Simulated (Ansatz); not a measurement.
The cluster Cu3Te6⁺. Charge 1, multiplicity 3. Geometry PBE-D4/def2-SVP, that of the neutral doublet; atoms count from 1.

Cartesian coordinates in Å:
```
Cu -0.560 0.855 0.682
Cu 0.541 -0.287 -1.319
Cu -1.495 -1.271 -0.285
Te 1.574 1.899 -0.503
Te 0.665 -2.366 0.357
Te -2.844 0.869 -0.465
Te 0.766 -0.526 2.522
Te -1.576 -0.188 -2.769
Te 2.929 1.014 1.781
```

In the def2 sets Te takes a core potential; there is no spin–orbit coupling. The structure comes from a short search, and lower isomers may exist.

Question: Estimate the Mulliken populations from the PBE0/def2-SVP orbitals of Ansatz.

Answer: 
```
atom  charge (e)  spin (α − β)  d electrons
 Cu1        0.07          0.07         9.73
 Cu2        0.05          0.09         9.72
 Cu3        0.04          0.10         9.71
 Te4        0.10          0.36            –
 Te5        0.06          0.09            –
 Te6        0.14          0.31            –
 Te7        0.17          0.11            –
 Te8        0.17          0.63            –
 Te9        0.19          0.24            –
```
Mulliken values depend strongly on the basis.

Question: Where does the spin sit?

Answer: Summed by element: Cu 0.26, Te 1.74, of 2 unpaired in all. Largest on single atoms: Te8 0.63, Te4 0.36, Te6 0.31.

Question: And the Mayer bond orders between heavy atoms (over 0.3)?

Answer: Cu1–Te4 0.53 (2.65 Å); Cu1–Te6 0.66 (2.56 Å); Cu1–Te7 0.50 (2.66 Å); Cu2–Te4 0.61 (2.55 Å); Cu2–Te5 0.52 (2.67 Å); Cu2–Te8 0.65 (2.57 Å); Cu3–Te5 0.74 (2.51 Å); Cu3–Te6 0.65 (2.54 Å); Cu3–Te8 0.46 (2.71 Å); Te4–Te9 1.14 (2.80 Å); Te5–Te7 0.99 (2.84 Å); Te6–Te8 1.08 (2.83 Å); Te7–Te9 1.05 (2.76 Å).
